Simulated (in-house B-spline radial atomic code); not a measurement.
Configurations of B, with energies counted from [He] 2s2 (2p1/2)1. Level of theory: Dirac-Hartree-Fock, average of each configuration as written, Fermi nucleus of rms radius 2.406 fm; calculated with a B-spline radial code for spherical atoms. Energies include first-order Breit, QED and recoil terms.

Occupations are held fixed; configurations that lie above the ionisation limit could autoionise.

```
             configuration  E - E(ref) (eV)  highest orbital  its <r> (bohr)
         [He] 2s2 (2p3/2)1        0.0018922            2p3/2           2.205
         [He] 2s2 (4p1/2)1           6.8443            4p1/2           17.94
         [He] 2s2 (6d5/2)1           7.5493            6d5/2           50.49
         [He] 2s2 (6g9/2)1           7.5526            6g9/2              44
[He] 2s1 (2p3/2)1 (4p1/2)1           11.511            4p1/2           18.14
[He] 2s1 (2p3/2)1 (5g7/2)1            12.04            5g7/2            27.5
```

(1) Order these further configurations by energy, lowest first.
A. [He] 2s1 (2p1/2)1 (5d3/2)1
B. [He] 2s2 (6f7/2)1
C. [He] 2s1 (2p1/2)1 (6d3/2)1
D. [He] 2s2 (3d3/2)1
E. [He] 2s1 (2p1/2)1 (3p3/2)1

(2) How far above the reference does [He] 2s2 (5p1/2)1 lie?

(3) How far above the reference does [He] 2s2 (3p1/2)1 lie?

Answers

(1) D (6.4021 eV), B (7.5525 eV), E (10.48 eV), A (12.029 eV), C (12.198 eV).

(2) 7.2721 eV; its least bound orbital is 5p1/2 with <r> = 30.11 bohr.

(3) 5.7894 eV; its least bound orbital is 3p1/2 with <r> = 8.751 bohr.
